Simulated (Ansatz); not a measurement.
The cluster AlSi6. The state is a doublet with charge 0. Geometry B3LYP-D4/def2-SVP; atoms count from 1.

Cartesian coordinates in Å:
```
Al 1.066 -1.398 -0.654
Si -0.635 0.710 -0.726
Si -1.891 -0.615 0.878
Si 1.789 0.972 -0.718
Si 0.450 -0.167 1.488
Si -1.299 -1.658 -1.217
Si 0.521 2.156 0.950
```

The structure comes from a short search, and lower isomers may exist.

Estimate the Mulliken populations from the PBE0/def2-TZVP orbitals of Ansatz.


```
atom  charge (e)  spin (α − β)
 Al1        0.19          0.10
 Si2       -0.03          0.00
 Si3        0.02          0.07
 Si4       -0.04          0.04
 Si5       -0.04          0.15
 Si6       -0.07          0.48
 Si7       -0.02          0.15
```
Mulliken values depend strongly on the basis.

Where does the spin sit?

Summed by element: Al 0.10, Si 0.90, of 1 unpaired in all. Largest on single atoms: Si6 0.48, Si7 0.15, Si5 0.15.

And the Mayer bond orders between heavy atoms (over 0.3)?

Al1–Si2 0.39 (2.71 Å); Al1–Si4 0.72 (2.48 Å); Al1–Si5 0.63 (2.55 Å); Al1–Si6 0.86 (2.45 Å); Si2–Si3 0.74 (2.43 Å); Si2–Si4 0.73 (2.44 Å); Si2–Si5 0.55 (2.62 Å); Si2–Si6 0.68 (2.51 Å); Si2–Si7 0.66 (2.50 Å); Si3–Si5 0.77 (2.46 Å); Si3–Si6 0.90 (2.41 Å); Si4–Si5 0.42 (2.82 Å); Si4–Si7 0.90 (2.41 Å); Si5–Si7 0.87 (2.38 Å).
